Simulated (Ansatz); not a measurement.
AlFH4Si2, SMILES `F[SiH]1[AlH][SiH2]1`, relaxed with RKS PBE0-D4/def2-TZVP in the Gaussian-basis code of Ansatz from a PBE-D4/def2-SVP geometry. The force threshold is 0.005 eV/Å; the program also tests the step.

Charge 0, multiplicity 1.

Start:

```xyz
8

F    -1.842   -1.686    0.897
Si   -0.905   -0.325    0.907
Al   -0.334    1.136   -0.944
Si    1.295   -0.121    0.237
H    -1.142    0.323    2.244
H    -0.540    1.895   -2.339
H     2.632   -0.833    0.275
H     0.836   -0.389   -1.276
```

(1) By how much does the energy fall, and how many steps does the optimiser take? (An estimate is asked.)

(2) Which bonds change most? (Estimate.)

(3) Give the relaxed structure. (Estimate.)

Answers

(1) The calculation gave: 1.09 kcal/mol, in 6 steps.

(2) Computed: F1–Si2 from 1.653 to 1.609 Å; Si2–Si4 from 2.309 to 2.282 Å; Al3–Si4 from 2.373 to 2.347 Å; Si2–H5 from 1.505 to 1.485 Å.

(3) The calculation gave: 
```xyz
8

F    -1.803   -1.659    0.900
Si   -0.898   -0.328    0.894
Al   -0.325    1.115   -0.948
Si    1.276   -0.135    0.228
H    -1.136    0.324    2.207
H    -0.546    1.904   -2.302
H     2.604   -0.819    0.288
H     0.827   -0.402   -1.268
```
